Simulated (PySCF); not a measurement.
CH9FN2Si2, SMILES CN[Si@@H](F)N[SiH3].

Coordinates come from a B3LYP-D3(BJ)/def2-SVP optimisation. The structure was generated by enumeration; whether it is a known compound was not checked. One conformer was computed; it need not be the lowest.

Two levels are set side by side: TDA-PBE/def2-SVPD (PySCF) and TDA-PBE0/def2-SVPD (PySCF). Vertical, same geometry. The lowest singlet is HOMO→LUMO 99 % with PBE and HOMO→LUMO 77 %, HOMO→LUMO+1 21 % with the other functional; states are paired by order. Differences are taken from unrounded values.

| quantity | TDA-PBE0 |
|---|---|
| lowest singlet excitation (eV) | 6.23 |
| lowest triplet excitation (TDA) (eV) | 6.05 |

Q: What does TDA-PBE give, and how far is it from TDA-PBE0? (Estimate from the structure and the level; the computed values follow.)

A: 
```json
[
 {"quantity": "lowest singlet excitation (eV)", "TDA-PBE": "5.20", "TDA-PBE minus TDA-PBE0": "-1.03"},
 {"quantity": "lowest triplet excitation (TDA) (eV)", "TDA-PBE": "5.10", "TDA-PBE minus TDA-PBE0": "-0.95"}
]
```

A lower first singlet is the usual sign of a functional without exact exchange. Differences between two approximate levels are no errors against the true value.

Rough cost on one machine, each run with all the roots and properties that it gave: TDA-PBE0 against TDA-PBE about 3 times.
